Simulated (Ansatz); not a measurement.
Mulliken charges of `N=[CH][Al]([SH])[Cl]` from B3LYP/def2-TZVPP in Ansatz (PBE0-D4/def2-TZVP geometry).

```
atom   x (Å)   y (Å)   z (Å)  charge (e)
  N1   0.117   1.216   1.731      -0.194
  C2   0.768   0.999   0.659      -0.203
 Al3   0.195  -0.318  -0.687       0.497
  S4  -1.641  -1.398  -0.251      -0.254
 Cl5   1.255  -0.695  -2.451      -0.236
  H6  -0.721   0.633   1.803       0.151
  H7   1.676   1.602   0.536       0.116
  H8  -1.556  -2.096  -1.397       0.122
```

Question: By hand: the dipole of these point charges (1 e Å = 4.8032 D).

Answer: Σ q r = (-0.065, -0.052, -0.005) e Å, of length 0.083 e Å = 0.40 D.

Question: How does the dipole of the full density compare? (Best estimate.)

Answer: Ansatz gave: (-0.038, -0.168, -0.213) e Å, 1.32 D; the point charges give 0.30 times that, at 58° from its direction.

Point charges leave out the atoms' own dipoles, such as those of lone pairs, and Mulliken's split depends on the basis, so the two needn't agree.

B3LYP here is the variant with VWN-RPA as its local correlation; programs differ in this.
